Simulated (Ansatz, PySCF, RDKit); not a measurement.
Noncovalent pair: SiH4 (SMILES [SiH4]) (first 5 atoms) with CH2O2 (SMILES O=CO); geometry from B3LYP-D3(BJ)/def2-TZVP, rigid monomers moved along the line of their centres of mass till H4···H10 is 1.71 Å.
(charge 0, multiplicity 1):
```json
[
 {"atom": "Si", "x (Å)": "0.1066", "y (Å)": "-0.3192", "z (Å)": "0.6422"},
 {"atom": "H", "x (Å)": "-0.2752", "y (Å)": "-0.5306", "z (Å)": "-0.7743"},
 {"atom": "H", "x (Å)": "0.6862", "y (Å)": "-1.5591", "z (Å)": "1.1923"},
 {"atom": "H", "x (Å)": "-1.1432", "y (Å)": "0.0100", "z (Å)": "1.3802"},
 {"atom": "H", "x (Å)": "1.0449", "y (Å)": "0.8148", "z (Å)": "0.7412"},
 {"atom": "O", "x (Å)": "0.9493", "y (Å)": "0.1049", "z (Å)": "3.5452"},
 {"atom": "C", "x (Å)": "0.0761", "y (Å)": "0.3894", "z (Å)": "4.3170"},
 {"atom": "O", "x (Å)": "-1.2179", "y (Å)": "0.5307", "z (Å)": "4.0044"},
 {"atom": "H", "x (Å)": "0.2244", "y (Å)": "0.5726", "z (Å)": "5.3887"},
 {"atom": "H", "x (Å)": "-1.3170", "y (Å)": "0.3621", "z (Å)": "3.0489"}
]
```

Monomers are frozen at their geometry in the pair; levels with a basis set take the counterpoise correction. RDKit's UFF carries no charges.

Rows in 6-31G* carry no dispersion term and start afresh at each structure (6-31G* with six Cartesian d functions).

Codes used: Ansatz (Gaussian orbitals); PySCF for 6-31G* rows; RDKit for the force fields. Values without a source in brackets are computed.

Q: One of these levels gives 1.83 kcal/mol for the interaction energy. Name it.
A. MMFF94
B. HF/6-31G*
C. HF/aug-cc-pV(D+d)Z
D. UFF

A: B, HF/6-31G*. The others give 4.39 (MMFF94), 22.25 (UFF), 1.36 (HF/aug-cc-pV(D+d)Z)

Ansatz is an electronic-structure program.
